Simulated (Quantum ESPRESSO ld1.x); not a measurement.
Results of a calculation; reference values are marked as such.
Problem. These are the eigenvalues of the occupied orbitals of an atom or ion with whole-number occupations (eV). Level of theory: scalar-relativistic Kohn-Sham, LDA (Slater exchange, VWN5 correlation), spin-unpolarised, spherical densities, point nucleus (ld1.x of Quantum ESPRESSO 7.5).

| orbital | eigenvalue |
|---|---|
| 1s | -83162.2 |
| 2s | -14772.4 |
| 2p | -12747.3 |
| 3s | -3535.03 |
| 3p | -2950.08 |
| 3d | -2334.10 |
| 4s | -807.036 |
| 4p | -615.206 |
| 4d | -387.679 |
| 5s | -155.714 |
| 4f | -135.164 |
| 5p | -103.169 |
| 5d | -44.1507 |

Which element is it, and in what charge state? The configuration may be excited.

Solution. Z = 80, mercury, charge +3: Hg3+ in [Kr] 4d10 4f14 5s1 5p6 5d10. The list shows which subshells hold electrons but not how many an open one holds; the 1s level, -3056.2 hartree, gives Z - s = 78.2 by -(Z - s)^2/2, which with screening and relativity narrows Z to a few neighbours, and the depths of the outer levels then fix element, charge and occupations together.
